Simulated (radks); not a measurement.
These are the eigenvalues of the occupied orbitals of an atom or ion with whole-number occupations (eV). Method: scalar-relativistic Kohn-Sham, r2SCAN, spin-polarised, spherical densities, finite nucleus; meta-GGA in the generalised Kohn-Sham scheme; Fermi nuclear charge, rms radius of each element as measured or else 0.836 A^(1/3) + 0.57 fm; computed with a radial shooting solver on a logarithmic mesh with Libxc functionals.

1s down: -20309.72
1s up: -20309.72
2s up: -3256.272
2s down: -3251.304
2p up: -2955.917
2p down: -2952.255
3s up: -887.3219
3s down: -881.6368
3p up: -787.4619
3p down: -781.5176
3d up: -629.4329
3d down: -622.3772

Which element is it, and in what charge state? The configuration may be excited. Open shells, if any, are filled with parallel spins first.

Answer. Z = 42, molybdenum, charge +16: Mo16+ in [Ar] 3d8. The list shows which subshells hold electrons but not how many an open one holds; the 1s level, -746.37 hartree, gives Z - s = 38.6 by -(Z - s)^2/2, which with screening and relativity narrows Z to a few neighbours, and the depths of the outer levels then fix element, charge and occupations together.
